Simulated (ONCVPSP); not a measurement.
**Before and after: ONCV potential for fluorine (F)**

F (Z = 9), optimised norm-conserving Vanderbilt (ONCV), made with ONCVPSP 4.0.1 (PBE, non-relativistic). Core none, reference 1s2 2s2 2p5. Waves: 1s+2s: rc 0.40 bohr, ncon 3, nbas 6, qcut 25.8 1/bohr, 2 projectors; 2p: rc 1.05 bohr, ncon 3, nbas 6, qcut 16.3 1/bohr, 2 projectors, debl 3.7 Ha; d scattering state at 0.37 Ha: rc 0.95 bohr, ncon 4, nbas 9, qcut 10.7 1/bohr, 2 projectors, debl 0.9 Ha. Local part: polynomial inside 0.30 bohr (lpopt 1, dvloc0 0 Ha). Core correction: none.

Change: all radii scaled by about 1.12 (s 0.44, p 1.18, d 1.06 bohr); local potential polynomial inside 0.34 bohr (lpopt 1, dvloc0 0 Ha).

Cutoffs: the cutoffs (Ha) at which the residual kinetic energy of the hardest occupied pseudo-wave falls to 1 and 0.1 mHa per electron; they do not see the model core or the augmentation charge, which bear on the density cutoff. Errors are all-electron minus pseudo energies relative to the spin-unpolarised reference configuration.

Task: What does the change do?

Result: The potential gets softer (313 Ha and 658 Ha → 290 Ha and 330 Ha); of the 4 tests that both files solve, the error grows in 4 and shrinks in 0 by more than 15 % and 0.3 meV (median size 23.1 → 43.0 meV); neither file shows a bound ghost. A larger radius leaves more room for a smooth pseudo-wave, so fewer plane waves are needed. More of the atom is replaced by a form fitted at one configuration, so other configurations suffer.

```csv
quantity,base,changed
"cutoff, loose",313 Ha,290 Ha
"cutoff, tight",658 Ha,330 Ha
loose cutoff by channel,"s 313 Ha, p 64 Ha","s 290 Ha, p 53 Ha"
bound ghosts,none,none
GHOST(+) flags under 300 eV,none,none
"error for 1s2 2s2 2p4, meV [ΔE 19.40 eV]",+4.8,+9.1
"error for 1s2 2s2 2p3, meV [ΔE 57.80 eV]",+41,+75
"error for 1s2 2s2 2p2, meV [ΔE 118.44 eV]",+170,+302
"error for 1s2 2s1 2p5, meV [ΔE 38.41 eV]",-2.3,-11
```
